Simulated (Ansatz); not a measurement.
`CB(S)Br` → `S[B]Br`• + `[CH3]`•  (homolysis of the B–C bond)

Isolated molecules relaxed with PBE0-D4/def2-TZVP in Ansatz; ΔE leaves out vibrations. CCSD(T)/CBS adds triple-zeta CCSD(T) − MP2 to the extrapolated MP2 energy (def2 sets, frozen cores). This one scheme is used for every species. DFT in def2-TZVPP. B3LYP here is the variant with VWN-RPA as its local correlation; programs differ in this. Open shells (•) are unrestricted, without spin–orbit coupling. For Br outer-core shells are correlated without core-valence functions, which leaves a few kJ/mol of doubt a bond. Scalar relativity is left out up to krypton. Each species was taken in one conformer, which may not be the lowest.

```
             level  ΔE (kJ/mol)  difference from CCSD(T)/CBS
         r2SCAN-D4        415.6                        -34.6
          B3LYP-D4        431.9                        -18.3
        r2SCAN0-D4        417.1                        -33.1
      CAM-B3LYP-D4        439.4                        -10.8
           ωB97X-V        455.2                          5.0
              BLYP        408.9                        -41.3
              PBE0        432.9                        -17.3
             BHLYP        420.0                        -30.2
RPA@PBE/def2-TZVPP        427.2                        -23.0
       HF/def2-SVP        340.2                       -110.0
     CCSD/def2-SVP        430.5                        -19.7
    MP2/def2-TZVPP        457.9                          7.7
SCS-MP2/def2-TZVPP        452.9                          2.7
   CCSD/def2-TZVPP        432.6                        -17.6
CCSD(T)/def2-TZVPP        441.0                         -9.2
     MP2/CBS(def2)        467.1                         16.9
       CCSD(T)/CBS        450.2                            0
```

Largest T1 diagnostic among the species: 0.014.

At CCSD(T), def2-SVP lies −14.0 kJ/mol from the extrapolated value and def2-TZVPP −9.2 kJ/mol: correlation converges slowly with the basis, and small sets miss more of it in the bonded molecule than in its fragments. Leaving LDA and LC-ωPBE aside and taking each functional with its dispersion term where it has one, the values, not all of them listed here, spread over 43.8 kJ/mol, from r2SCAN-D4 to ωB97M-V. LDA lies +73.0 kJ/mol from PBE without D4, its usual overbinding.
